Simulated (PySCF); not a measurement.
Ge(CF3)3(Cl), SMILES F[C]([Ge]([Cl])([C](F)(F)F)[C](F)(F)F)(F)F (C3ClF9Ge), PBE0/def2-SVP optimised geometry.

```
14

F     -0.76     1.72    -1.21
C     -0.94     1.18     0.00
F     -2.24     1.22     0.28
F     -0.29     1.92     0.89
Ge    -0.25    -0.70     0.00
Cl    -0.94    -1.69     1.76
C     -0.94    -1.68    -1.61
F     -2.24    -1.47    -1.76
F     -0.31    -1.24    -2.70
F     -0.74    -2.99    -1.50
C      1.75    -0.70     0.00
F      2.21     0.14    -0.93
F      2.24    -0.32     1.18
F      2.22    -1.92    -0.27
```

Density from PBE0/def2-TZVP (PySCF) at that geometry.

Minimum of the electron density along straight lines between bonded atoms, close to the bond critical point (lines longer than 1.1 times the sum of covalent radii, or with two minima, are not listed):

```json
[
 {"bond": "F1–C2", "length / Å": "1.336", "ρ at the minimum / e bohr⁻³": "0.287", "∇²ρ there / e bohr⁻⁵": "-0.39", "position (fraction from the first atom)": "0.66"},
 {"bond": "C2–F3", "length / Å": "1.329", "ρ at the minimum / e bohr⁻³": "0.291", "∇²ρ there / e bohr⁻⁵": "-0.39", "position (fraction from the first atom)": "0.34"},
 {"bond": "C2–F4", "length / Å": "1.332", "ρ at the minimum / e bohr⁻³": "0.289", "∇²ρ there / e bohr⁻⁵": "-0.39", "position (fraction from the first atom)": "0.34"},
 {"bond": "C2–Ge5", "length / Å": "2.000", "ρ at the minimum / e bohr⁻³": "0.129", "∇²ρ there / e bohr⁻⁵": "0.08", "position (fraction from the first atom)": "0.54"},
 {"bond": "Ge5–Cl6", "length / Å": "2.133", "ρ at the minimum / e bohr⁻³": "___", "∇²ρ there / e bohr⁻⁵": "___", "position (fraction from the first atom)": "0.43"},
 {"bond": "Ge5–C7", "length / Å": "2.000", "ρ at the minimum / e bohr⁻³": "0.129", "∇²ρ there / e bohr⁻⁵": "0.08", "position (fraction from the first atom)": "0.46"},
 {"bond": "C7–F8", "length / Å": "1.332", "ρ at the minimum / e bohr⁻³": "0.289", "∇²ρ there / e bohr⁻⁵": "-0.39", "position (fraction from the first atom)": "0.34"},
 {"bond": "C7–F9", "length / Å": "1.336", "ρ at the minimum / e bohr⁻³": "0.287", "∇²ρ there / e bohr⁻⁵": "-0.39", "position (fraction from the first atom)": "0.34"},
 {"bond": "C7–F10", "length / Å": "1.329", "ρ at the minimum / e bohr⁻³": "0.291", "∇²ρ there / e bohr⁻⁵": "-0.39", "position (fraction from the first atom)": "0.34"},
 {"bond": "Ge5–C11", "length / Å": "2.000", "ρ at the minimum / e bohr⁻³": "0.129", "∇²ρ there / e bohr⁻⁵": "0.08", "position (fraction from the first atom)": "0.46"},
 {"bond": "C11–F12", "length / Å": "1.335", "ρ at the minimum / e bohr⁻³": "0.287", "∇²ρ there / e bohr⁻⁵": "-0.39", "position (fraction from the first atom)": "0.34"},
 {"bond": "C11–F13", "length / Å": "1.329", "ρ at the minimum / e bohr⁻³": "0.291", "∇²ρ there / e bohr⁻⁵": "-0.39", "position (fraction from the first atom)": "0.34"},
 {"bond": "C11–F14", "length / Å": "1.332", "ρ at the minimum / e bohr⁻³": "0.289", "∇²ρ there / e bohr⁻⁵": "-0.39", "position (fraction from the first atom)": "0.34"}
]
```

Problem. Fill in the missing entries.

Solution. 
- Ge5–Cl6, ρ at the minimum / e bohr⁻³: 0.110
- Ge5–Cl6, ∇²ρ there / e bohr⁻⁵: 0.18
